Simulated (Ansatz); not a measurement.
Li₈H₈, relaxed as a singlet with RKS r2SCAN-D4/def2-SVP in Ansatz, starting from the GFN1-xTB geometry. Force threshold 0.02 eV/Å.

The structure comes from a short search, and lower isomers may exist.

Start:

```xyz
16

Li    0.8404    1.2620   -2.1206
Li   -0.3513   -1.2309   -1.3916
Li    1.8184   -0.4270    0.3060
Li    0.4859   -2.0961    1.4689
Li   -1.5163    0.8305   -1.9593
Li    0.1870   -0.0004    2.5942
Li   -1.6165   -0.2217    0.9786
Li    0.1364    1.8857    0.1230
H     1.7079   -0.7997    2.0919
H    -0.6288    1.2788    1.6224
H    -0.6020    2.2985   -1.4982
H    -0.1094   -0.0896   -2.8081
H    -1.9718   -0.4447   -0.7660
H     1.7498    1.1375   -0.5652
H     0.8636   -1.9637   -0.2896
H    -0.9932   -1.4192    2.2137
```

```
step  energy (eV)  largest force component (eV/Å)  SCF passes
   1   -1768.9997                           0.461          13
   2   -1769.0099                           0.437          15
   3   -1769.2419                           0.012          15
```

Force components are those of the run's own axes.

End:

```xyz
16

Li    0.8833    1.2694   -2.1527
Li   -0.3615   -1.3169   -1.4414
Li    1.9176   -0.4367    0.2841
Li    0.4840   -2.1491    1.4739
Li   -1.5642    0.8466   -1.9662
Li    0.1967    0.0316    2.6432
Li   -1.7066   -0.2188    0.9950
Li    0.1495    1.9737    0.1641
H     1.6602   -0.8265    2.0461
H    -0.6376    1.2070    1.5667
H    -0.5501    2.2557   -1.4953
H    -0.1530   -0.0714   -2.7562
H    -1.8769   -0.4536   -0.7627
H     1.6619    1.1235   -0.5373
H     0.8542   -1.8754   -0.2650
H    -0.9578   -1.3591    2.2039
```

By distances, no bond broke or formed. The bond that changes most is Li7–H10, from 1.91 to 1.87 Å (atoms count from 1).

No frequencies were taken in this run, so the end may be a saddle point.

Hardware: 4 threads of Arm Neoverse V2 on a shared host. Wall time 6.5 s.
